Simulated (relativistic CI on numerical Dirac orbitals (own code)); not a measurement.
**Radial parameters of Rh27+**

Computed by Dirac-Coulomb-Breit CI, orbitals from a KLI potential per configuration, model QED (radiative potential, 1s self-energy scaled to tabulated hydrogen-like ionisation energies), unscaled Slater integrals (own radial code, finite nucleus).

Slater integrals F^k, G^k are unscaled and averaged over j, outside the closed core [Ne]; ζ comes from projecting the Hamiltonian with its Breit term on Σ l·s of the shell.

- 3s²3p⁵3d: ζ(3p) = 171550, F^2(3p,3d) = 288530, G^1(3p,3d) = 310620, G^3(3p,3d) = 206850, ζ(3d) = 21713 cm⁻¹; <r>(3p) = 0.3453, <r^2>(3p) = 0.1375, <r>(3d) = 0.3088, <r^2>(3d) = 0.1106 (bohr units).
- 3s3p⁶3d: G^2(3s,3d) = 233240, ζ(3d) = 21892 cm⁻¹; <r>(3s) = 0.3541, <r^2>(3s) = 0.1427, <r>(3d) = 0.3092, <r^2>(3d) = 0.1109 (bohr units).
- 3s²3p⁵4s: ζ(3p) = 174570, G^1(3p,4s) = 36590 cm⁻¹; <r>(3p) = 0.3425, <r^2>(3p) = 0.1354, <r>(4s) = 0.6824, <r^2>(4s) = 0.5231 (bohr units).

Averages of the first 10 configurations, taken without configuration mixing, which lowers the lowest level and can move excited configurations by several eV; other configurations of the list can lie among them:

| Configuration | Parity | States | Average energy above the lowest level (eV) |
| --- | --- | --- | --- |
| 3s²3p⁶ | even | 1 | 0.3 |
| 3s²3p⁵3d | odd | 60 | 147.5 |
| 3s3p⁶3d | even | 20 | 272.7 |
| 3s²3p⁵4s | odd | 12 | 713.1 |
| 3s²3p⁵4p | even | 36 | 757.8 |
| 3s²3p⁵4d | odd | 60 | 817.3 |
| 3s3p⁶4s | even | 4 | 839.2 |
| 3p⁶3d4p | odd | 60 | 1155.7 |
| 3p⁶3d² | even | 45 | 551.2 |
| 3p⁵3d³ | odd | 720 | 696.8 |
